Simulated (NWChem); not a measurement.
System: SiH2O2I2; SMILES I[Si](O)(I)O

NWChem printed, in part:

```
             Northwest Computational Chemistry Package (NWChem) 7.3.0
             --------------------------------------------------------

                             Geometry "geometry" -> ""
                             -------------------------

 Output coordinates in angstroms (scale by  1.889725989 to convert to a.u.)

  No.       Tag          Charge          X              Y              Z
 ---- ---------------- ---------- -------------- -------------- --------------
    1 O                    8.0000     0.14878500     1.37096500    -1.81607700
    2 Si                  14.0000     0.00000000     0.00000000    -0.91672000
    3 O                    8.0000    -0.14878500    -1.37096500    -1.81607700
    4 I                   53.0000     2.02351400    -0.08938200     0.43095600
    5 I                   53.0000    -2.02351400     0.08938200     0.43095600
    6 H                    1.0000    -0.65106100     1.68674600    -2.25223600
    7 H                    1.0000     0.65106100    -1.68674600    -2.25223600

 Effective nuclear repulsion energy (a.u.)    1092.1325626484

                                 NWChem DFT Module
                                 -----------------

 Summary of "ao basis" -> "ao basis" (spherical)
 ------------------------------------------------------------------------------
       Tag                 Description            Shells   Functions and Types
 ---------------- ------------------------------  ------  ---------------------
 O                          def2-svp                 6       14   3s2p1d
 Si                         def2-svp                 8       18   4s3p1d
 I                          def2-svp                10       26   4s4p2d
 H                          def2-svp                 3        5   2s1p

            General Information
            -------------------
          SCF calculation type: DFT
          Wavefunction type:  closed shell.
          No. of atoms     :     7
          No. of electrons :    82
           Alpha electrons :    41
            Beta electrons :    41
          Charge           :     0
          Spin multiplicity:     1
          Use of symmetry is: off; symmetry adaption is: off
          Maximum number of iterations: 150
          AO basis - number of functions:   108
                     number of shells:    46
          Convergence on energy requested:  1.00D-06
          Convergence on density requested:  1.00D-05
          Convergence on gradient requested:  5.00D-04

              XC Information
              --------------
                         B3LYP Method XC Potential
                     Hartree-Fock (Exact) Exchange  0.200
                        Slater Exchange Functional  0.800 local
                    Becke 1988 Exchange Functional  0.720 non-local
              Lee-Yang-Parr Correlation Functional  0.810
                  VWN I RPA Correlation Functional  0.190 local

             Grid Information
             ----------------
          Grid used for XC integration:  medium
          Radial quadrature: Mura-Knowles
          Angular quadrature: Lebedev.
          Tag              B.-S. Rad. Rad. Pts. Rad. Cut. Ang. Pts.
          ---              ---------- --------- --------- ---------
          O                   0.60       49          10.0       434
          Si                  1.10       88           9.0       590
          I                   1.40      123          11.0       590
          H                   0.35       45          11.0       434
          Grid pruning is: on
          Number of quadrature shells:   522
          Spatial weights used:  Erf1

      Superposition of Atomic Density Guess
      -------------------------------------

 Sum of atomic energies:       -1133.37364984

      Non-variational initial energy
      ------------------------------

 Total energy =   -1033.714446
 1-e energy   =   -2596.141371
 2-e energy   =    1084.558372
 HOMO         =      -0.335982
 LUMO         =       0.005096

   convergence    iter        energy       DeltaE   RMS-Dens  Diis-err
 ---------------- ----- ----------------- --------- --------- ---------
 d= 0,ls=0.0,diis     1  -1036.5896929157 -1.51D+03  1.60D-02  9.52D-01
 d= 0,ls=0.0,diis     2  -1036.5050567111  8.46D-02  8.90D-03  1.82D+00
 d= 0,ls=0.0,diis     3  -1036.7036718695 -1.99D-01  9.33D-04  2.36D-02
 d= 0,ls=0.0,diis     4  -1036.7057521874 -2.08D-03  4.97D-04  1.70D-03
 d= 0,ls=0.0,diis     5  -1036.7059090357 -1.57D-04  2.01D-04  4.98D-04
  Resetting Diis
 d= 0,ls=0.0,diis     6  -1036.7059858495 -7.68D-05  2.00D-05  3.57D-06
 d= 0,ls=0.0,diis     7  -1036.7059862973 -4.48D-07  8.84D-06  2.42D-07

         Total DFT energy =    -1036.705986297252
      One electron energy =    -2598.921281738206
           Coulomb energy =     1168.015033821147
    Exchange-Corr. energy =      -83.668291066957
 Nuclear repulsion energy =      477.868552686764

 Numeric. integr. density =       81.999992174539

                       DFT Final Molecular Orbital Analysis
                       ------------------------------------

[...]

 DFT Linear Response polarizability / au
 Frequency  =       0.0773000 / au
 Wavelength =     589.4353558 / nm
              X              Y              Z
 -----------------------------------------------
 X     108.2395953     -3.2307659     -0.0000011
 Y      -3.2307611     55.6707284     -0.0000008
 Z      -0.0000011     -0.0000008     70.6664797
 -----------------------------------------------
 Eigenvalues =     108.4374066     55.4729171     70.6664797
 Isotropic   =      78.1922678
 Anisotropic =      47.2372968
 -----------------------------------------------

 Magnetic Dipole Response Matrix (nonzero elements):
```

Level: B3LYP/def2-SVP with def2 effective core potentials on I. Coordinates come from a PBE0/def2-SVP optimisation. No frequency run checked for a minimum. def2 effective core potentials on I; no spin-orbit coupling.

### Question
Reconstruct the input file.

### Answer
One answer among several that fit: the input that was run:
```
start job
memory heap 200 mb stack 900 mb global 1100 mb
geometry units angstroms noautosym nocenter noautoz
  O      0.148785     1.370965    -1.816077
  Si     0.000000     0.000000    -0.916720
  O     -0.148785    -1.370965    -1.816077
  I      2.023514    -0.089382     0.430956
  I     -2.023514     0.089382     0.430956
  H     -0.651061     1.686746    -2.252236
  H      0.651061    -1.686746    -2.252236
end
basis spherical
  * library def2-svp
end
ecp
  I library def2-ecp
end
dft
  xc b3lyp
  iterations 150
end
property
  response 1 0.0773
end
task dft property
```
